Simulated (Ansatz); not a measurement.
The cluster AsS₂. Charge 0, multiplicity 2. Geometry PBE0-D4/def2-TZVP, that of the charge +1 singlet; atoms count from 1.

```xyz
3

As    1.100   -0.441   -0.239
S    -0.948   -0.799    0.167
S    -0.151    1.240    0.073
```

The structure comes from a short search, and lower isomers may exist.

Estimate the Mulliken populations from the PBE0/def2-TZVP orbitals of Ansatz.


| atom | charge (e) | spin (α − β) |
| --- | --- | --- |
| As1 | 0.27 | 0.87 |
| S2 | -0.14 | 0.07 |
| S3 | -0.14 | 0.07 |
Mulliken values depend strongly on the basis.

Where does the spin sit?

Summed by element: As 0.87, S 0.13, of 1 unpaired in all. Largest on single atoms: As1 0.87, S2 0.07, S3 0.07.

And the Mayer bond orders between heavy atoms (over 0.3)?

As1–S2 1.16 (2.12 Å); As1–S3 1.16 (2.12 Å); S2–S3 1.08 (2.19 Å).
